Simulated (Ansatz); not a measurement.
C2H2, charge +1, doublet, geometry from GFN2-xTB (a state made from the parent by changing its charge; the spin is typed, not shown lowest); CCSD(T)/6-31G** in Ansatz (a first-principles code).

Input for Ansatz:
Ansatz 0.2 input:
```yaml
crystal:
  periodic: [false, false, false]
  atoms:
    - {symbol: C, position_ang: [-0.00551819, 0.03208200, 0.61232370]}
    - {symbol: C, position_ang: [-0.01710497, 0.04493818, -0.61130026]}
    - {symbol: H, position_ang: [0.05212052, -0.21358621, -1.66624117]}
    - {symbol: H, position_ang: [0.08361842, -0.24853489, 1.66010049]}
basis:
  gaussian:
    orbitals: 6-31G__.json
    fitting: {mean_field: cc-pVTZ-JKFIT, correlation: cc-pVTZ-RIFIT}
total_charge: 1
magnetization: {spin_polarized: true, initial_magnetization: 1}
correlation: {method: ccsd_t}
```
The basis file holds 6-31G** in the JSON format of the Basis Set Exchange.

It wrote (shortened):

```
Functional definition: HF
218 factors; integrals over basis functions are off by at most 2.0e-1 eV
222 factors; integrals over basis functions are off by at most 4.7e-2 eV
mean field evaluation 1: about -2079.5120 eV, gradient 1.4e1 eV
mean field evaluation 2: about -2080.5204 eV, gradient 3.1e0 eV
mean field evaluation 4: about -2080.5892 eV, gradient 2.2e-1 eV
mean field evaluation 8: about -2080.5205 eV, gradient 3.1e0 eV
mean field evaluation 16: about -2080.5902 eV, gradient 7.8e-5 eV
mean field evaluation 32: about -2080.5776 eV, gradient 4.2e-2 eV
mean field evaluation 64: about -2080.5637 eV, gradient 7.2e-4 eV
mean field -2080.59024418 eV, -76.4602811988 hartree, gradient 5.0e-7 eV, S^2 0.755237; 9 other end points of the search recorded, 0 dependent functions left out
determinant -2080.59024418 eV, -76.4602811988 hartree, with singles and doubles -2086.96903805 eV, -76.6946975497 hartree
determinant -2080.56369027 eV, -76.4593053607 hartree, with singles and doubles -2086.96147188 eV, -76.6944194982 hartree
determinant -2080.59024418 eV, -76.4602811988 hartree, with singles and doubles -2086.95847225 eV, -76.6943092639 hartree
determinant -2080.56369027 eV, -76.4593053607 hartree, with singles and doubles -2086.94652390 eV, -76.6938701703 hartree
2 core orbitals not correlated
reference -2080.59024418 eV, -76.4602811988 hartree; 5, 4 occupied and 33, 34 virtual orbitals, 222 factors
second order -5.68410332 eV of doubles, -0.00000000 eV of singles
cycle   1  -6.36822911 eV  change   -1.0e-6 eV  update   1.2e-6
perturbative correction -0.21902822 eV, -0.0080491388 hartree
Total energy: -2087.17750152 eV, -76.7023584410 hartree
```
